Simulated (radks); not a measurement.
Results of a calculation; reference values are marked as such.
Problem. Pm, 61 electrons, occupied as [Xe] 4f5 6s2. Level of theory: scalar-relativistic Kohn-Sham, PBE, spin-unpolarised, spherical densities, finite nucleus; Fermi nuclear charge, rms radius 4.962 fm (a radial shooting solver on a logarithmic mesh with Libxc functionals). Some entries of the table are withheld. Estimate them.

| orbital | occ. | eigenvalue (hartree) | <r^2> (bohr^2) |
|---|---|---|---|
| 1s | 2 | -1654.374 | (1) |
| 2s | 2 | -268.9879 | 0.01156 |
| 2p | 6 | -240.2293 | 0.009261 |
| 3s | 2 | -58.65765 | 0.07754 |
| 3p | 6 | -49.62555 | (2) |
| 3d | 10 | -37.24270 | 0.06566 |
| 4s | 2 | -11.66262 | (3) |
| 4p | 6 | -8.69865 | 0.4481 |
| 4d | 10 | -4.51141 | 0.5498 |
| 5s | 2 | -1.53860 | 2.335 |
| 5p | 6 | -0.83324 | 3.265 |
| 6s | 2 | -0.13018 | 21.76 |
| 4f | 5 | -0.07920 | 1.633 |
| 5d | 0 | (4) | 13.91 |
| 6p | 0 | -0.04485 | 42.80 |

Solution. 
(1) 1s <r^2> (bohr^2): 0.0007317
(2) 3p <r^2> (bohr^2): 0.07760
(3) 4s <r^2> (bohr^2): 0.3966
(4) 5d eigenvalue (hartree): -0.06630
